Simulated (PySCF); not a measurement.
Method: PBE-D3(BJ)/def2-TZVP in PySCF. Isolated molecules, 0 K electronic values unless said otherwise. One relaxed conformer stands for a flexible species; it need not be the lowest. Delta-SCF ions had no search for a lower state. 

Reference species (SMILES): `C=C[C](=C)[GeH3]` (C–C–C–Ge torsion 0°) (neutral, multiplicity 1).

```json
{
 "vertical ionisation energy (Delta-SCF)": "8.81 eV",
 "S1 oscillator strength": "0.001"
}
```

Changed species: `C=CC(=C)Br` (C–C–C–Br torsion 0°) (X = bromo; the reference has X = germyl).

Q: Give the shifts of the vertical ionisation energy (Delta-SCF) and S1 oscillator strength.

A: the vertical ionisation energy (Delta-SCF) hardly moves; the S1 oscillator strength stays essentially unchanged.
